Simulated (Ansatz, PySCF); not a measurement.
Gas-phase reaction in SMILES: OCCC[SiH2]O + 5 [H][H] (H2) -> 3 C (CH4) + 2 O (H2O) + [SiH4] (SiH4)
Each molecule is optimised on its own at B3LYP-D3(BJ)/def2-TZVP (Ansatz, an electronic-structure program), one conformer each, not searched for the lowest. Frequencies are from Ansatz or PySCF.

Property: energy of full hydrogenation (enthalpy at 298 K, with B3LYP-D3(BJ) rigid-rotor harmonic-oscillator terms), in kcal/mol. Cores are frozen in the correlated levels unless marked. No spin-orbit coupling. No relativistic terms. CBS(X,Y): correlation extrapolated as X^-3; Hartree-Fock from the larger set.

CCSD(T)/CBS(cc-pV(T+d)Z,cc-pV(Q+d)Z) (Ansatz) gives -34.1 kcal/mol.

Task: Another calculation gave -44.8 kcal/mol. Which level was it?
A. PBE-QIDH/def2-TZVPD (Ansatz)
B. BHLYP/def2-TZVPD (Ansatz)
C. SVWN5/def2-TZVPD (Ansatz)
D. wB97X/def2-TZVPD (Ansatz)

Result: B, BHLYP/def2-TZVPD (Ansatz). The others give -40.0 (wB97X), -35.8 (PBE-QIDH), -31.0 (SVWN5) kcal/mol.
